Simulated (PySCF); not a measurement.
Spinor energies of Tl⁴⁸⁺ (thallium, charge +48)

Start: [Ar] 3d10 4s2 4p3; 4p1/2 filled at m_j = -1/2, +1/2; 4p3/2 filled at m_j = +3/2. Calculated with PySCF 2.14 in an uncontracted even-tempered set (16 s from 6.8 bohr⁻², ratio 2.8; 13 p from 8.9 bohr⁻², ratio 2.8; 8 d from 16 bohr⁻², ratio 2.8; 4 f from 39 bohr⁻², ratio 3): generalised Hartree-Fock with the X2C-1e Hamiltonian and a Gaussian nucleus; one run each with spin-orbit coupling (SO) switched off, then screened by Boettger's factors.

```tsv
spinor shell	electrons	ε, spin-free (eV)	ε, screened SO (eV)	weight of nominal j (screened SO)	rms radius, screened SO (bohr)
1s1/2	2	-88549.5	-88507.7	1.000	0.0184
2s1/2	2	-17976.5	-17960.8	1.000	0.0742
2p1/2	2	-15831.2	-17325.6	1.000	0.0627
2p3/2	4	-15831.2	-15246.1	1.000	0.0709
3s1/2	2	-6149.9	-6142.6	1.000	0.187
3p1/2	2	-5517.0	-5865.7	1.000	0.178
3p3/2	4	-5517.0	-5373.8	1.000	0.194
3d3/2	4	-4875.7	-4933.8	1.000	0.169
4s1/2	2	-2893.5	-2891.0	1.000	0.392
4p1/2	2	-2682.6	-2782.9	1.000	0.382
4p3/2	1	-2682.6	-2629.9	1.000	0.401
```

**Question.** Where does 3d5/2 lie, and what is the 3d spin-orbit splitting (screened SO)?

**Answer.** At -4828.5 eV, 105.28 eV above 3d3/2.

```tsv
quantity	spin-free	screened SO
E (hartree)	-18575.48509	-18614.99989
M_J	3/2	3/2
⟨J²⟩	3.750	3.751
⟨L²⟩	0.000	2.621
⟨S²⟩	3.750	1.554
```

Each row is a mean over spinors that exchange with the open shell spreads, by up to 15.476 eV (4s1/2).

Breit and QED terms are absent; they matter most for the inner s and p1/2 levels.

Densities and radii are taken from the X2C orbitals without a picture-change correction, which distorts them close to the nucleus.

Without spin-orbit coupling the j labels of p, d and f shells carry no meaning; the spin-free column gives the mean over the occupied spinors of each nl shell.
